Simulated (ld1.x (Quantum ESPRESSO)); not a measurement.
**Reading a pseudo-wave (lithium)**

Columns: radius, all-electron u(r) and pseudo u(r) of the 2p shell (level -1.09 eV) of lithium in the configuration [He] 2s1 2p0; PBE, scalar-relativistic, RRKJ scheme, ld1.x (Quantum ESPRESSO) 7.5.

```csv
r (bohr),all-electron,pseudo
0.225,0.0175,0.0070
0.450,0.0535,0.0275
0.675,0.0956,0.0597
0.900,0.1387,0.1006
1.125,0.1804,0.1470
1.350,0.2194,0.1954
1.575,0.2551,0.2427
1.800,0.2874,0.2862
2.025,0.3178,0.3243
2.250,0.3454,0.3560
2.475,0.3694,0.3812
2.700,0.3896,0.4004
2.925,0.4058,0.4142
3.150,0.4180,0.4237
3.375,0.4265,0.4297
3.600,0.4315,0.4328
3.825,0.4332,0.4335
4.050,0.4320,0.4320
4.275,0.4282,0.4282
4.500,0.4222,0.4222
4.725,0.4145,0.4145
4.950,0.4053,0.4053
5.175,0.3950,0.3950
5.400,0.3839,0.3839
5.625,0.3721,0.3721
5.850,0.3598,0.3598
```

Q: How many radial nodes do the two functions have?

A: The all-electron 2p function has n − l − 1 = 0; the pseudo-wave has 0.

Q: At about which radius was the pseudo-wave matched?

A: 4.20 bohr. The columns agree to 0.0005 from 3.83 bohr on; several derivatives are matched, so the curves merge somewhat inside the radius.

Q: Where does each function peak?

A: Outermost all-electron maximum near 3.83 bohr, pseudo maximum near 3.83 bohr (to the table’s step).

Q: Is the pseudo-wave norm-conserving?

A: Yes: the RRKJ scheme keeps the norm inside the radius equal to the all-electron one, which fixes the energy derivative of the logarithmic derivative at the level.
